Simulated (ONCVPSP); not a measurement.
# magnesium: excitation energies, all-electron against ONCV

- Element: magnesium (Mg)
- Generator: ONCVPSP 4.0.1
- Type: optimised norm-conserving Vanderbilt (ONCV)
- Functional: PBEsol
- Relativity: scalar-relativistic
- Frozen core: [Ne]
- Valence charge: 2
- Reference configuration: 3s0.5 (charge +1.5)
- Partial waves: 3s: rc 2.40 bohr, ncon 3, nbas 7, qcut 2.6 1/bohr, 2 projectors, debl 1.8 Ha; p scattering state at 0.16 Ha: rc 2.35 bohr, ncon 3, nbas 8, qcut 4.2 1/bohr, 2 projectors, debl 3.2 Ha; d scattering state at 0.25 Ha: rc 2.45 bohr, ncon 4, nbas 7, qcut 3.9 1/bohr, 2 projectors, debl 2.7 Ha
- Local potential: polynomial inside 1.65 bohr (lpopt 5, dvloc0 4 Ha)
- Core correction: polynomial model core, fcfact 0.2

In the p channel the program set the typed energies aside and used 0.050, 3.250 Ha.

Energies are relative to the spin-unpolarised reference configuration 3s0.5; without spin polarisation the order of configurations can differ from experiment.

Task: Give the all-electron excitation energy and the error of the potential for: 3s2; 3s1; 3s1.5; 3s0 3p2.

Result:

| valence configuration | charge | ΔE all-electron (eV) | error AE − PS (meV) |
| --- | --- | --- | --- |
| 3s2 | 0 | -14.452 | +24 |
| 3s1 | +1 | -6.532 | +11 |
| 3s1.5 | +0.5 | -11.323 | +21 |
| 3s0 3p2 | 0 | -7.326 | +38 |

Levels in the configuration 3s1:

```json
{"level": "3s", "all-electron (eV)": "-11.310", "pseudo (eV)": "-11.337"}
```
